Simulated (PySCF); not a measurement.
## One elementary step

Start structure (GeH5SeF, singlet), relaxed at PBE0-D4/def2-TZVP:

Ge1  (-0.442, -0.227, -1.297)
F2  (0.320, -1.396, -0.241)
H3  (0.476, 0.999, -1.316)
H4  (-1.820, 0.063, -0.696)
H5  (-0.526, -0.920, -2.664)
H6  (0.495, -0.384, 1.862)
Se7  (0.169, 0.909, 2.477)
H8  (1.487, 1.447, 2.122)
(Å)

The step: GeH₃F ([F][GeH3]) + H₂Se → GeH₄Se ([GeH3][SeH]) + HF; bonds formed: Ge1–Se7, F2–H6; bonds broken: Ge1–F2, H6–Se7. Computed with PySCF 2.14 with density fitting (its default auxiliary sets; JK sets also for MP2 and CCSD(T)) (basis: def2-TZVPP and def2-QZVPP); correlated methods freeze the cores. Filled d shells of the heavier atoms are correlated. The def2 sets are not built for correlating such inner shells, so the correlated values are less sure here. Extrapolation: Hartree–Fock as exp(−7.88 √X), correlation as X^−2.97. Energies below are by CCSD(T) at an estimated basis limit (MP2 extrapolated from triple and quadruple zeta, plus CCSD(T) − MP2 in triple zeta).

What are the electronic barrier and the energy of the step, from the start structure to the end structure? (Judge from chemistry; the value comes from the calculation.)

The calculation gives: Barrier 133.7 kJ/mol; step energy -20.7 kJ/mol (downhill); reverse barrier, their difference, 154.4 kJ/mol. Barrier and step energy count from the start structure, the reverse barrier from the end structure.

The saddle point: One imaginary mode of 508i cm⁻¹.
```
   pair  start (Å)  saddle (Å)  end (Å)
Ge1–Se7       3.99        2.79     2.38
  F2–H6       2.34        1.11     0.94
 Ge1–F2       1.75        2.04     3.74
 H6–Se7       1.47        1.78     2.33
```

Zero-point energy (harmonic, PBE0-D4): ZPE is 106.0 kJ/mol at the start and 104.4 kJ/mol at the saddle, so the barrier goes from 133.7 to 132.2 kJ/mol.

T1 diagnostic: at most 0.012.

Exchanges of this kind with a chalcogen hydride build sulfide and selenide films.

Labels in which every atom is bracketed show which atoms are joined, not bond orders.

For scale, one of the runs: CCSD(T)/def2-TZVPP, 197 basis functions, launched by `OMP_NUM_THREADS=4 python run.py`. Time: 15 min of wall clock on 4 CPU threads of an Arm Neoverse V1; the host was shared. Peak host memory: 3.4 GiB.
